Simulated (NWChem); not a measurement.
Species: toluene (C7H8); SMILES Cc1ccccc1

Program: NWChem. Coordinates come from a PBE0/def2-SVP optimisation.

### Question
Taking Hartree-Fock/pcseg-2 as the yardstick, which of these has the fewest basis functions while keeping “highest occupied level (eV)” within 0.05 eV of it: Hartree-Fock/pcseg-1; Hartree-Fock/STO-3G; Hartree-Fock/def2-SVP?

### Answer
Hartree-Fock/def2-SVP.
```
level                  basis functions  highest occupied level (eV)
---------------------  ---------------  ---------------------------
Hartree-Fock/STO-3G                 43                        -7.26
Hartree-Fock/pcseg-1               138                        -8.89
Hartree-Fock/def2-SVP              138                        -8.83
Hartree-Fock/pcseg-2               322                        -8.82
```

The yardstick is one finite set, not the basis-set limit.
